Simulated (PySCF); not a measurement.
A GIAO shielding run with PySCF (density fitting, non-relativistic, gas phase) on `[SiH3]N([SiH3])[Si@@H]1CC[SiH2]N1`, C₂H₁₄N₂Si₄:

```
$ OMP_NUM_THREADS=1 python probes_run.py task.json out

{"job": {"kind": "nmr", "xc": "PBE0", "basis": "pcSseg-1"}, "charge": 0, "multiplicity": 1}
Si    -2.192030    -1.401560     0.867495
N     -1.630036     0.005183     0.012176
Si    -2.439783     1.536134     0.139903
Si    -0.098257    -0.009993    -0.821293
C      1.110513    -1.354351    -0.263462
C      2.531335    -0.808966    -0.428760
Si     2.530140     1.031619     0.040512
N      0.887642     1.348829    -0.400052
H     -1.761179    -2.575620     0.108874
H     -3.651934    -1.331584     0.924991
H     -1.642939    -1.442837     2.228908
H     -3.865005     1.270589     0.319905
H     -2.196942     2.264825    -1.105931
H     -1.923137     2.307054     1.276933
H     -0.387003    -0.027489    -2.267292
H      0.934190    -1.590531     0.786918
H      0.990931    -2.286070    -0.815833
H      2.824598    -0.906617    -1.475444
H      3.244537    -1.399706     0.147633
H      3.444103     1.846124    -0.767709
H      2.768928     1.265489     1.471867
H      0.510917     2.278862    -0.381973
```

Hardware: 1 thread of an Arm Neoverse V1, shared host. The job also computes population analyses, field gradients, ring-centre shieldings.

**Question.** How large is the calculation?

**Answer.** 96 electrons, 234 basis functions and 1302 auxiliary functions.

**Question.** How long does it take, and how much memory does it need?

**Answer.** 82 s of wall time, with 13 SCF cycles and 4 response iterations; peak memory 1 GiB. Times on a shared host scatter by some tens of per cent.
